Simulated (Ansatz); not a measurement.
A made-up structure of GeSiH$_{4}$O, closed shell:

O1  (-1.733, -1.526, 1.112)
Si2  (-0.764, -1.138, 0.006)
Ge3  (0.549, 0.854, 0.032)
H4  (-0.558, -1.994, -1.203)
H5  (0.206, 1.687, -1.213)
H6  (-2.222, -1.697, 1.932)
H7  (2.035, 0.465, -0.040)
(Å)

It is relaxed with PBE-D4/def2-SVP and then PBE0-D4/def2-TZVP (Ansatz 0.2.0). Atoms count as bonded within 1.22 times the sum of their covalent radii (H–H: 0.88 Å). The end point is not checked to be a true minimum.

(1) Does its bonding change? (A judgement: the text doesn't fix the answer.)

## Answers

(1) Computed: Yes. Formed: Si2–H5; broken: none.

Where it ends: The first stage lowers the energy by 2.41 eV in 16 steps. It ends as GeSiH₄O ([OH][SiH]1[H][GeH]1):
```xyz
7
angstrom
O -1.7834 -1.4632 0.6957
Si -0.3511 -0.9344 0.0881
Ge 0.7849 0.9939 0.5979
H -0.1400 -1.8357 -1.0740
H -0.5511 0.6006 -0.5992
H -2.0810 -1.0580 1.5133
H 1.6340 0.3469 -0.5955
```

Labels in which every atom is bracketed show which atoms are joined, not bond orders.

For scale, one of the runs: PBE0-D4/def2-TZVP relaxation, 140 basis functions, launched by `ansatz run in.yaml --threads 2 --pin off --events-out ev --progress --plain --max-ram 4352MiB`. Hardware: 2 CPU threads of an Arm Neoverse V1, shared host. Wall time about 32 s.
